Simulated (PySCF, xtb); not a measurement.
1,1,1-trifluoroethane (C2H3F3), SMILES CC(F)(F)F.

GFN2-xTB (xtb 6.7.1) at its own geometry gives an orbital gap of 14.68 eV and a dipole moment of 3.12 D.

The structure is a stationary point at B3LYP-D3(BJ)/def2-SVP.

### Question
What does PBE/def2-TZVP in PySCF give? (The exact figures need the calculation; the answer reports its results.)

### Answer
gap 9.70 eV (levels -9.09 and 0.61 eV), dipole 2.14 D.
